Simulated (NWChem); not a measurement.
System: C$_{3}$H$_{5}$FO; SMILES FC1COC1

Input file for NWChem:

```
start job
memory heap 200 mb stack 900 mb global 1100 mb
geometry units angstroms
  F     -0.078684     1.689273    -0.123402
  C     -0.025185     0.397074    -0.568540
  C      1.056459    -0.474414     0.071383
  O      0.070881    -1.414277     0.507018
  C     -1.006732    -0.568646     0.096966
  H     -0.040318     0.432077    -1.659999
  H      1.789942    -0.921995    -0.601167
  H      1.558946     0.009633     0.913593
  H     -1.530250    -0.131459     0.951899
  H     -1.712786    -1.081974    -0.557733
end
basis spherical
  * library def2-svp
end
dft
  xc pbe0
  iterations 150
end
driver
  maxiter 120
end
task dft optimize
task dft freq
```

The level has its own optimisation; frequencies are unscaled. Brackets give each atom's bonded neighbours.

Problem. Give the results of this calculation. (PBE0/def2-SVP.) Quantities: r C–F (Å); r C–C (Å); r C–H [C(CCFH)–H(C)] (Å); r C–O (Å); highest harmonic frequency (cm⁻¹); lowest (cm⁻¹); zero-point energy (kcal/mol); dipole (D).

Solution. The r C–F (Å) comes out as 1.363 and the r C–C (Å) comes out as 1.527. The r C–H [C(CCFH)–H(C)] (Å) is 1.102. The r C–O (Å) is 1.425 and the highest harmonic frequency (cm⁻¹) is 3121. The lowest (cm⁻¹) is 88. The zero-point energy (kcal/mol) is 50.1 and the dipole (D) is 1.27.
